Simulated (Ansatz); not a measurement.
```yaml
crystal:
  periodic: [false, false, false]
  atoms:
    - {symbol: C, position_ang: [0.495321, 2.276513, -0.490439]}
    - {symbol: C, position_ang: [0.645834, 1.077787, -0.526755]}
    - {symbol: C, position_ang: [0.694747, -0.336276, -0.454272]}
    - {symbol: O, position_ang: [1.632740, -0.924558, -0.978643]}
    - {symbol: Si, position_ang: [-0.710042, -1.166877, 0.504295]}
    - {symbol: H, position_ang: [0.439741, 3.429178, -0.431380]}
    - {symbol: H, position_ang: [-0.439993, -2.717173, 0.441032]}
    - {symbol: H, position_ang: [-1.988333, -0.840088, -0.099400]}
    - {symbol: H, position_ang: [-0.740075, -0.709885, 1.901241]}
basis:
  gaussian: {orbitals: STO-3G}
magnetization: {spin_polarized: true, initial_magnetization: 1}
hamiltonian: {xc: {name: PBE0-DH}}
scf: {lower_state_search: light}
```

```sh
$ ansatz run in.yaml --threads 2 --pin off --events-out ev --progress --plain --max-ram 4352MiB
```

Problem. How does Ansatz answer? (An estimate is asked.)

Solution. Computed: The program refused the input.
```
Error: a molecule whose nuclei and cores have a total charge of 44 cannot have a net charge of 0 together with 1 unpaired electrons
```
